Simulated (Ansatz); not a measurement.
Born–Oppenheimer molecular dynamics of BCl$_{2}$H$_{2}$N (6 atoms, charge 0, multiplicity 1). It starts from a relaxed structure.

The calculation used RKS r2SCAN-D4/def2-SVP in Ansatz.

```json
{
 "ensemble": "NVE (velocity Verlet)",
 "time step": "0.5 fs",
 "steps asked": "150",
 "starting velocities drawn for": "3000 K",
 "seed": "214896"
}
```

First frame:

```xyz
6
Properties=species:S:1:pos:R:3
B 0.000 0.000 0.063
N 0.000 0.000 1.453
H -0.853 -0.062 1.996
H 0.853 0.062 1.996
Cl 1.527 0.111 -0.828
Cl -1.527 -0.111 -0.828
```

Q: How far do the bonds stretch over the last three quarters of this one trajectory? (Pairs bonded in most of those frames.)

A: 
| bond | mean (Å) | spread (Å) | shortest | longest |
| --- | --- | --- | --- | --- |
| B1–N2 | 1.411 | 0.030 | 1.36 | 1.45 |
| B1–Cl5 | 1.792 | 0.108 | 1.61 | 1.95 |
| B1–Cl6 | 1.803 | 0.030 | 1.76 | 1.86 |
| N2–H3 | 1.019 | 0.021 | 0.99 | 1.05 |
| N2–H4 | 1.040 | 0.055 | 0.95 | 1.12 |

Mean temperature of the second half: 1477 K. The conserved energy stayed within 0.84 meV per atom of its start (net change 0.39 meV per atom), so the integration is sound. Over the second half the temperature averaged 0.49 of the 3000 K drawn at the start: a run that starts near a minimum puts about half its kinetic energy into the potential. A run of 0.075 ps of so small a system gives no equilibrium averages.

Time of the run: 6 min on 1 thread of Intel(R) Xeon(R) Platinum 8375C CPU @ 2.90GHz (Ice Lake) (shared host), peak memory 0.15 GiB.
